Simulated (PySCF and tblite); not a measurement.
Values are calculated unless marked as measured or tabulated.
System: C6H8N2O, numbered as in [CH3:1][CH2:2][C:3](=[O:4])[c:5]1[cH:6][n:7][nH:8][cH:9]1.

For the shift of H on N8 from N8 to N7: electronic barrier 55.49 kcal/mol, zero-point change -4.29 kcal/mol, thermal and entropy terms at 250 K a further -0.03 kcal/mol (symmetry numbers apart). The minimum is Cs, the saddle C1. The path came from a restrained scan, a climbing-image band and a saddle search at GFN2-xTB; energies are PBE0/pcSseg-1 + D3(BJ), IEF-PCM acetonitrile//PBE0-D3(BJ)/def2-SVP, thermal terms GFN2-xTB. Rates follow Eyring's equation with the number of equivalent paths and no tunnelling. Run with tblite and PySCF.

(1) How many equivalent paths lead out of the minimum?

(2) Work out the rate at 250 K.

Tunnelling of the moving H, left out here, will speed the real process. In real samples such hydrogens mostly exchange between molecules or through solvent, far faster than by this path.

Results:

(1) 2: the symmetry number of the minimum is 1, that of the saddle displaced along its mode 1, and the displaced saddle is chiral while the minimum is not, which doubles the count.

(2) ΔG‡ = 51.17 kcal/mol; k_B T/h = 5.2×10¹² s⁻¹; exp(−ΔG‡/RT) = 1.9×10⁻⁴⁵; times 2 gives k = 1.9×10⁻³² s⁻¹.
